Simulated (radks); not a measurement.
Spherical jellium clusters: N electrons in a uniform positive sphere of charge N and radius rs N^(1/3), rs = 4.32 bohr. Level of theory: non-relativistic Kohn-Sham, PBE, spin-polarised, spherical densities (a radial shooting solver with Libxc functionals). Levels are named by radial order and angular momentum (1s, 1p, 1d, 2s, ...), and open shells are averaged over m. Each electron was tried in the lowest free levels, single moves between levels near the top were tried too, and the lowest total energy was kept; such a search can miss a lower state. The series stops at N = 10: beyond it a trial failed or the search could not be trusted, so later rows were left out. Energies include the self-energy of the background; IP and EA are vertical (highest electron removed, lowest free level filled), at fixed background; spill-out counts the electrons outside the background radius R, and alpha is the static dipole polarisability from linear response (closed shells only). A dash means not computed or, for alpha, an open shell; in EA it means that no bound solution was reached, which is typical of self-interaction and does not show that the anion is unstable. Real open-shell clusters deform, which this model forbids.

| N | open shells | 2S | E(N+1) + E(N-1) - 2E(N) (eV) | IP (eV) | EA (eV) | -e(HOMO) (eV) |
|---|---|---|---|---|---|---|
| 1 | 1s(up 1, down 0) | 1 | - | - | - | 2.936 |
| 2 | none | 0 | 0.856 | 4.896 | - | 3.009 |
| 3 | 1p(up 1, down 0) | 1 | -0.618 | 3.693 | - | 2.122 |
| 4 | 1p(up 2, down 0) | 2 | -0.393 | 4.196 | - | 2.589 |
| 5 | 1p(up 3, down 0) | 3 | 0.461 | 4.448 | - | 2.876 |
| 6 | 1p(up 3, down 1) | 2 | -0.415 | 3.867 | - | 2.517 |
| 7 | 1p(up 3, down 2) | 1 | -0.262 | 4.208 | 1.509 | 2.826 |
| 8 | none | 0 | 1.028 | 4.398 | - | 3.028 |
| 9 | 1d(up 1, down 0) | 1 | -0.261 | 3.305 | - | 2.070 |
| 10 | 1d(up 2, down 0) | 2 | - | 3.542 | - | 2.312 |

All shells are closed at N = 2, 8 (there: 1s2 1p6); the second difference of the energy has clear peaks (12 % above both neighbours; the first and last values, which can be the largest, are not judged, and half-filled shells can peak too) at N = 5, 8.
